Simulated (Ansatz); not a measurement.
Consider the redistribution: `O[SiH](O)[O][AlH2]` + `F[Si](F)([SiH3])Br` → `O[SiH](Br)[O][AlH2]` + `O[Si](F)(F)[SiH3]`.

Calculated with Ansatz (gas phase, PBE0-D4/def2-TZVP geometries, no zero-point term in ΔE). CCSD(T)/CBS is the MP2 limit (def2-TZVPP, def2-QZVPP) plus CCSD(T) − MP2 in def2-TZVPP, frozen cores. This one scheme is used for every species. Functionals use def2-TZVPP. B3LYP here is the variant with VWN-RPA as its local correlation; programs differ in this. For Br outer-core shells are correlated without core-valence functions, which leaves a few kJ/mol of doubt a bond. Scalar relativity is left out up to krypton. One conformer a species, not always the lowest.

`O[SiH](O)[O][AlH2]`:

Z-matrix (Å, degrees):
```
Si
O 1 1.632
O 1 1.618 2 113.1
O 1 1.640 2 106.2 3 120.5
H 1 1.476 2 107.3 3 -119.0
H 2 0.958 1 116.7 3 -99.4
Al 3 1.688 1 160.5 2 -29.8
H 4 0.958 1 117.3 2 -158.2
H 7 1.579 3 116.7 1 175.6
H 7 1.578 3 119.2 1 -4.6
```

`F[Si](F)([SiH3])Br`:

```xyz
8

F    -2.210    0.441    0.145
Si   -0.834   -0.113    0.706
F    -1.098   -1.618    1.130
Si    0.861    0.040   -0.888
Br   -0.346    1.021    2.528
H     1.038    1.471   -1.237
H     0.484   -0.741   -2.093
H     2.106   -0.502   -0.291
```

`O[SiH](Br)[O][AlH2]`:

Cartesian coordinates in Å:
```
O -1.867 -0.656 0.988
Si -0.374 -0.027 1.150
Br -0.545 2.172 1.493
O 0.555 -0.242 -0.140
Al 1.295 -0.153 -1.659
H -2.509 -0.184 0.456
H 0.218 -0.652 2.341
H 2.824 -0.525 -1.740
H 0.401 0.268 -2.889
```

`O[Si](F)(F)[SiH3]`:

Z-matrix (Å, degrees):
```
Si
F 1 1.592
F 1 1.592 2 104.4
O 1 1.621 2 110.1 3 118.1
Si 1 2.328 2 111.4 3 -120.4
H 4 0.959 1 120.5 2 -57.3
H 5 1.485 1 109.3 2 -61.6
H 5 1.485 1 109.3 2 178.2
H 5 1.485 1 109.1 2 58.3
```

```
             level  ΔE (kJ/mol)  difference from CCSD(T)/CBS
            PBE-D4         -9.7                          1.8
         r2SCAN-D4        -10.1                          1.4
           PBE0-D4        -11.6                         -0.1
          B3LYP-D4        -11.7                         -0.2
           ωB97X-V        -12.6                         -1.1
           ωB97M-V        -11.7                         -0.2
            B2PLYP        -11.9                         -0.4
               PBE         -9.7                          1.8
            r2SCAN        -10.1                          1.4
              PBE0        -11.6                         -0.1
             B3LYP        -11.7                         -0.2
     HF/def2-TZVPP        -16.3                         -4.8
    MP2/def2-TZVPP        -12.1                         -0.6
SCS-MP2/def2-TZVPP        -12.3                         -0.8
   CCSD/def2-TZVPP        -12.6                         -1.1
CCSD(T)/def2-TZVPP        -11.9                         -0.4
     HF/def2-QZVPP        -16.0                         -4.5
    MP2/def2-QZVPP        -11.8                         -0.3
SCS-MP2/def2-QZVPP        -12.1                         -0.6
      HF/CBS(def2)        -16.0                         -4.5
     MP2/CBS(def2)        -11.7                         -0.2
    CCSD/CBS(def2)        -12.2                         -0.7
       CCSD(T)/CBS        -11.5                            0
```

Largest T1 diagnostic among the species: 0.013.

In def2-TZVPP, CCSD(T) changes the Hartree–Fock value by +4.5 kJ/mol (the triples alone add +0.7 kJ/mol) and MP2 by +4.2 kJ/mol.
